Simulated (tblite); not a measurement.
Compound: C₇H₉ClSi.
Cartesian coordinates in Å at the GFN2-xTB level; atoms count from 1:
```xyz
18
C7H9ClSi angstrom
C      2.8851   -1.3934   -0.0861
C      1.9444   -0.7461   -0.4441
C      0.7997    0.0493   -0.8346
C      1.0064    1.5244   -0.6034
C     -0.0404    2.0852   -0.0236
C     -1.1219    1.0894    0.2446
Cl    -1.7529    1.2404    1.9191
C     -0.4601   -0.2745    0.0104
Si    -1.6055   -1.5815   -0.7667
H      3.7101   -1.9669    0.2147
H      0.6109   -0.1202   -1.9042
H      1.9103    2.0185   -0.9140
H     -0.1581    3.1225    0.2352
H     -1.9916    1.2628   -0.3969
H     -0.1047   -0.6345    0.9808
H     -2.7638   -1.7829    0.0993
H     -2.0345   -1.0696   -2.0731
H     -0.8420   -2.8166   -0.9337
```

Computed with GFN2-xTB (tblite): harmonic, unscaled wavenumbers at the GFN2-xTB geometry, gas phase. Against measured fundamentals such values can be off by several per cent, at times by over 20. Modes of hydrogen on silicon can be 10 to 20 % off. One conformer, not necessarily the lowest.

Harmonic wavenumbers (cm⁻¹): 28.3, 96.0, 115.4, 121.4, 175.7, 205.8, 264.2, 303.7, 374.9, 441.0, 474.5, 508.8, 545.4, 553.4, 647.2, 664.5, 718.9, 753.0, 769.3, 781.0, 782.9, 800.9, 843.4, 872.3, 951.9, 1006.7, 1041.3, 1077.3, 1102.7, 1109.5, 1161.6, 1179.3, 1196.8, 1232.1, 1265.7, 1277.4, 1306.3, 1686.4, 2240.1, 2288.7, 2290.7, 2301.6, 2866.1, 2903.8, 2944.8, 3119.6, 3135.6, 3397.9.

A = 1429, B = 902.7, C = 678.9 MHz; mass 156.016 u (most abundant isotopes); point group C1, symmetry number 1.

Q: Zero-point energy?

A: ½Σν̃ = 27963 cm⁻¹ = 79.95 kcal/mol.

Q: What is S at 273.15 K and 1 bar for an ideal gas of classical rigid rotors and harmonic oscillators?

A: Translation 40.63, rotation 30.02, vibration 27.99: S = 98.6 cal/(mol K).

Q: And Cp and H(273.15 K) − H(0)?

A: Cp = 38.31 cal/(mol K), of which vibrations give 30.36 (their classical limit is 48 R = 95.4); H(273.15 K) − H(0) = 6.22 kcal/mol without the zero-point energy, 4.05 from vibrations.

Q: Blend soft modes into free rotors: weight 1/[1 + (100 cm⁻¹/ν̃)⁴] for the oscillator and the rest for a rotor with moment μB/(μ + B), μ = h/(8π²ν), B = 10⁻⁴⁴ kg m². What vibrational entropy results?

A: 25.73 cal/(mol K) in place of 27.99, which changes −T·S at 273.15 K by +0.62 kcal/mol.

Q: What must be added to the electronic energy to get the Gibbs energy at 273.15 K and 1 bar?

A: ZPE + [H(273.15 K) − H(0)] − T·S = 79.95 + 6.22 − 26.95 = 59.22 kcal/mol.

Q: How do the functions run with temperature in this model?

A: 
| T (K) | S (cal/(mol K)) | Cp (cal/(mol K)) | H − H(0) (kcal/mol) | G − H(0) (kcal/mol) | ln q(vib) |
| --- | --- | --- | --- | --- | --- |
| 100 | 71.8 | 18.8 | 1.31 | -5.86 | 1.97 |
| 200 | 88.1 | 29.8 | 3.73 | -13.89 | 4.63 |
| 300 | 102.4 | 41.3 | 7.29 | -23.42 | 7.35 |
| 500 | 128.1 | 59.4 | 17.50 | -46.53 | 12.85 |
| 800 | 159.7 | 75.0 | 37.90 | -89.88 | 20.68 |
| 1000 | 177.2 | 81.5 | 53.58 | -123.62 | 25.46 |

q(vib) and H(0) count from the zero-point level.

Q: Which modes carry the vibrational entropy at 273.15 K?

A: 28.3 cm⁻¹: 5.77; 96.0 cm⁻¹: 3.36; 115.4 cm⁻¹: 3.01; 121.4 cm⁻¹: 2.91; 175.7 cm⁻¹: 2.21; 205.8 cm⁻¹: 1.92 cal/(mol K); the other 42 give 8.81 together.

Hindered rotation and anharmonicity are outside this model. Other conformers, if any are populated, would add a mixing term that is left out. The structure is chiral; the term R ln 2 for an equal mix with its mirror image is left out.

Hardware: one thread, Arm Neoverse V1 (aarch64), shared host with 32 logical CPUs at a one-minute load of 29. Cost: 0.91 s of wall time. This covers the Hessian and the dipole derivatives.
